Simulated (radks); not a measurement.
Values are calculated unless marked as measured or tabulated.
Charge is removed step by step from the 3d5/2 level of Cu, starting from [Ar] 3d(3/2: 4, 5/2: 6) 4s1. Code: a radial shooting solver on a logarithmic mesh with Libxc functionals. Model: Dirac Kohn-Sham, PBE, spin-unpolarised, spherical densities, point nucleus.

removed (e)  E - E(0) (eV)  eigenvalue (eV)  E minus straight line (eV)
0                    0.000           -4.933                       0.000
0.1                  0.551           -6.102                      -0.595
0.2                  1.222           -7.323                      -1.070
0.3                  2.018           -8.594                      -1.421
0.4                  2.943           -9.913                      -1.642
0.5                  4.002          -11.278                      -1.729
0.6                  5.200          -12.686                      -1.677
0.7                  6.540          -14.136                      -1.482
0.8                  8.028          -15.627                      -1.141
0.9                  9.667          -17.158                      -0.648
1                   11.461          -18.727                       0.000

Removing the whole electron costs 11.461 eV by Delta-SCF, against 4.933 eV from minus the eigenvalue at the starting occupation. Slater's transition state (half an electron removed) gives 11.278 eV. Integrating minus the eigenvalue over the occupation (Janak's theorem) gives 11.461 eV. The mean slope of the eigenvalue, de/dn, is 13.8 eV per electron.
